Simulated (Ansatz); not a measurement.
`[OH][GeH2][TeH]` + `SS` → `[OH][GeH2][S]S` + H₂Te  (ligand exchange at a Ge–Te bond)

Gas-phase electronic energies from Ansatz, PBE0-D4/def2-TZVP geometries. CBS: MP2 limit from def2 TZ/QZ plus the TZ coupled-cluster correction, frozen cores. This one scheme is used for every species. DFT in def2-TZVPP. def2 core potentials past Kr. For Ge, Te outer-core shells are correlated without core-valence functions, which leaves a few kJ/mol of doubt a bond. Scalar relativity is left out up to krypton. Each species was taken in one conformer, which may not be the lowest.

`[OH][GeH2][TeH]`:

Z-matrix (Å, degrees):
```
Ge
Te 1 2.559
O 1 1.779 2 111.2
H 1 1.539 2 108.1 3 121.5
H 1 1.531 2 110.0 3 -114.7
H 2 1.657 1 90.8 3 -100.3
H 3 0.960 1 112.2 2 43.5
```

`SS`:

Z-matrix (Å, degrees):
```
S
S 1 2.046
H 1 1.347 2 98.6
H 2 1.347 1 98.6 3 -90.5
```

`[OH][GeH2][S]S`:

```xyz
8

O    -1.450    0.729    0.196
Ge    0.298    1.027    0.165
S     1.387   -0.813    0.814
S     0.629   -2.071   -0.634
H    -1.716    0.148   -0.522
H     0.559    2.127    1.200
H     0.736    1.366   -1.269
H    -0.443   -2.514    0.050
```

H₂Te:

Z-matrix (Å, degrees):
```
Te
H 1 1.656
H 1 1.656 2 90.4
```

| species | ωB97X-V energy (Eh) |
| --- | --- |
| `[OH][GeH2][TeH]` | -2422.49865 |
| `SS` | -797.48786 |
| `[OH][GeH2][S]S` | -2950.78769 |
| H₂Te | -269.19445 |

(1) Work out ΔE.

(2) What do rigid-rotor, harmonic-oscillator terms from PBE0-D4/def2-TZVP frequencies (298.15 K, 1 bar) make of the CCSD(T)/CBS value? (An estimate is asked.)

Largest T1 diagnostic among the species: 0.012.

## Answers

(1) ΔE = (-2950.78769) + (-269.19445) − (-2422.49865) − (-797.48786) = 0.00437 Eh = +11.5 kJ/mol. CCSD(T)/CBS gives +13.6 kJ/mol.

(2) Ansatz gave: ΔZPE = -5.0 kJ/mol, ΔH = +9.6 kJ/mol, ΔS = -9 J/(mol·K), ΔG = +12.3 kJ/mol.

In def2-TZVPP, CCSD(T) changes the Hartree–Fock value by −7.8 kJ/mol (the triples alone add −1.8 kJ/mol) and MP2 by −4.9 kJ/mol. At CCSD(T), def2-SVP lies −5.3 kJ/mol from the extrapolated value and def2-TZVPP −4.4 kJ/mol. Leaving LDA and LC-ωPBE aside and taking each functional with its dispersion term where it has one, the values, not all of them listed here, spread over 11.3 kJ/mol, from B97M-V to HSE06-D4. LDA lies −5.4 kJ/mol from PBE without D4.
